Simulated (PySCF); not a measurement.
Match the calculated data to a structure.

All candidates are C3H8O2Si.

- 13C NMR: chemical shifts (computed TMS as zero) by class: 176.6 (1 C), 24.6 (1 C), -3.0 (1 C) ppm [GIAO PBE0/pcSseg-1]
- 1H NMR: chemical shifts (computed TMS as zero) by class: 4.95 (2 H), 2.13 (3 H), 0.45 (3 H) ppm [GIAO PBE0/pcSseg-1]
- UV, strongest line: among the 8 lowest singlet transitions: S3 at 8.07 eV (154 nm, f = 0.105) [TDDFT CAM-B3LYP/def2-SVPD]
- Dipole: 1.78 D [CAM-B3LYP/def2-SVPD]
- Rotational structure: rotational constants A, B, C: 5.820, 1.735, 1.540 GHz [GFN2-xTB]
- Polarisability: 67.8 au [CAM-B3LYP/def2-SVPD]
- NMR, other nuclei: isotropic shieldings of nuclei other than C and H, by class: -132 (1 O), 137 (1 O), 366 (1 Si) ppm [GIAO PBE0/pcSseg-1]

The electronic properties come from PySCF, for the isolated species, density fitting. Levels stand in brackets. Geometry: GFN2-xTB, one conformer, isolated molecule. NMR values are class means; diastereotopic atoms form classes of their own.

**Question.** Which candidate is it?
A. `C[SiH2]OC(C)=O`
B. `CO[Si@@H](C)C=O`
C. `CC(=O)C[SiH2]O`
D. `CC(=O)CO[SiH3]`

**Answer.** A. It is `C[SiH2]OC(C)=O`. Numbering: `[CH3:1][SiH2:2][O:3][C:4]([CH3:5])=[O:6]`. Its formula, C3H8O2Si, gives 1 degree of unsaturation: 0 rings and 1 π bond in the structure found. 3 carbons fall into 3 classes; from least to most shielded: carbonyl carbon [C4] (176.6 ppm), methyl carbon next to a carbonyl [C5] (24.6 ppm), Si-methyl carbon [C1] (-3.0 ppm). Hydrogen classes from least to most shielded: 2 H on an oxygen-bound silicon, Si2 (4.95 ppm, a mean of values up to 0.5 ppm apart in this geometry), 3 H on a methyl carbon next to a carbonyl, C5 (2.13 ppm), 3 H on an Si-methyl carbon, C1 (0.45 ppm, a mean of values up to 1.3 ppm apart in this geometry). The other shieldings belong to: -132 ppm, carbonyl oxygen [O6]; 137 ppm, oxygen singly bound to a carbonyl carbon [O3]; 366 ppm, oxygen-bound silicon [Si2]. The optimised geometry has point group C1 and is an asymmetric top.

The others, at the same levels:
- `CC(=O)CO[SiH3]` fails: its computed 13C shifts are 215.9 (1 C), 74.2 (1 C), 30.3 (1 C) ppm, 1H shifts are 4.96 (3 H), 4.10 (2 H), 2.41 (3 H) ppm and rotational constant A is 8.027 GHz (against 5.820 GHz).
- `CO[Si@@H](C)C=O` fails: its computed 13C shifts are 254.8 (1 C), 54.2 (1 C), -4.4 (1 C) ppm, 1H shifts are 12.28 (1 H), 4.93 (1 H), 4.13 (3 H), 0.35 (3 H) ppm and rotational constant A is 2.941 GHz (against 5.820 GHz).
- `CC(=O)C[SiH2]O` fails: its computed 13C shifts are 216.6 (1 C), 36.6 (1 C), 35.0 (1 C) ppm, 1H shifts are 5.00 (2 H), 3.23 (1 H), 2.32 (3 H), 2.28 (2 H) ppm and rotational constant A is 4.913 GHz (against 5.820 GHz).

Each candidate is one conformer, not necessarily the lowest. Dipoles, sizes and rotational constants follow the conformer. The torsions of the flexible species, by atom-mapped SMILES:
- `[CH3:1][SiH2:2][O:3][C:4]([CH3:5])=[O:6]`: C1–Si2–O3–C4 -65°, Si2–O3–C4–C5 180°
- `[CH3:1][C:2](=[O:3])[CH2:4][O:5][SiH3:6]`: C1–C2–C4–O5 0°, C2–C4–O5–Si6 177°
- `[CH3:1][O:2][Si@@H:3]([CH3:4])[CH:5]=[O:6]`: C1–O2–Si3–C4 -169°, O2–Si3–C5–O6 18°
- `[CH3:1][C:2](=[O:3])[CH2:4][SiH2:5][OH:6]`: C1–C2–C4–Si5 -109°, C2–C4–Si5–O6 -46°, H–O6–Si5–C4 15°
